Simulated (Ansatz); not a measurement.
The cluster Ag₂F₂⁻, relaxed as a doublet with UKS PBE-D4/def2-TZVPD in Ansatz, starting from the GFN1-xTB geometry. Force threshold 0.02 eV/Å.

In the def2 sets Ag takes a core potential; there is no spin–orbit coupling. The relaxation made no stability test and no search for a lower SCF solution. The structure comes from a short search, and lower isomers may exist.

Start:

```xyz
4

Ag   -1.066   -0.206   -0.751
Ag    1.069    0.203    0.749
F     2.759    0.536    1.944
F    -2.762   -0.533   -1.941
```

```tsv
step	energy (eV)	largest force component (eV/Å)	SCF passes
1	-13434.7829	0.410	18
2	-13434.7929	0.076	22
3	-13434.7944	0.005	21
```

Force components are those of the run's own axes.

End:

```xyz
4

Ag   -1.091   -0.210   -0.768
Ag    1.093    0.208    0.766
F     2.767    0.537    1.949
F    -2.769   -0.535   -1.947
```

By distances, no bond broke or formed. The bond that changes most is Ag1–Ag2, from 2.64 to 2.70 Å (atoms count from 1).

No frequencies were taken in this run, so the end may be a saddle point.

Hardware: 4 threads of Arm Neoverse V2 on a shared host. Wall time 4.4 s.
